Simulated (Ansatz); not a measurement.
`N[AsH2]` + CH₃OH → `CO[AsH2]` + NH₃ at 298.15 K and 1 bar (ligand exchange at the As–N bond).

Calculated with Ansatz (gas phase, PBE0-D4/def2-TZVP geometries, no zero-point term in ΔE). CCSD(T)/CBS is the MP2 limit (def2-TZVPP, def2-QZVPP) plus CCSD(T) − MP2 in def2-TZVPP, frozen cores. This one scheme is used for every species. For As outer-core shells are correlated without core-valence functions, which leaves a few kJ/mol of doubt a bond. Scalar relativity is left out up to krypton.

| species | CCSD(T)/CBS energy (Eh) | H − E (kJ/mol) | S (J/(mol·K)) |
| --- | --- | --- | --- |
| `N[AsH2]` | -2292.09958 | 122.1 | 266.6 |
| CH₃OH | -115.61712 | 146.3 | 238.2 |
| `CO[AsH2]` | -2351.21577 | 166.5 | 295.9 |
| NH₃ | -56.50880 | 100.5 | 192.4 |

H − E and S are ideal-gas, rigid-rotor, harmonic terms from PBE0-D4/def2-TZVP, for one conformer and one mirror image of each species. 1 Eh = 2625.50 kJ/mol, R = 8.31446 J/(mol·K).

Problem. By hand: ΔE, ΔH, ΔS and ΔG.

Solution. ΔE = (-2351.21577) + (-56.50880) − (-2292.09958) − (-115.61712) = -0.00787 Eh = -20.7 kJ/mol. Δ(H − E) = 166.5 + 100.5 − 122.1 − 146.3 = -1.4, so ΔH = -22.1 kJ/mol. ΔS = 295.9 + 192.4 − 266.6 − 238.2 = -16.5 J/(mol·K). ΔG = -22.1 − 298.15 × (-16.5)/1000 = -17.2 kJ/mol.

Problem. By hand: the equilibrium constant, and the temperature at which ΔG would vanish if ΔH and ΔS stayed fixed.

Solution. log₁₀ K = −ΔG/(RT ln 10) = 3.0. ΔG = 0 at ΔH/ΔS = 1339 K, though so small a ΔS makes that figure unsure.

ΔH outweighs TΔS. A doubt of 5 kJ/mol in ΔE shifts log₁₀ K by 0.9 here. Other conformers and mirror images would add mixing entropy, several J/(mol·K) or more a flexible species. These are equilibria of isolated gas molecules and say nothing of rates. Largest T1 diagnostic: 0.012 (customary marks: 0.02 for closed shells, 0.045 for open ones).
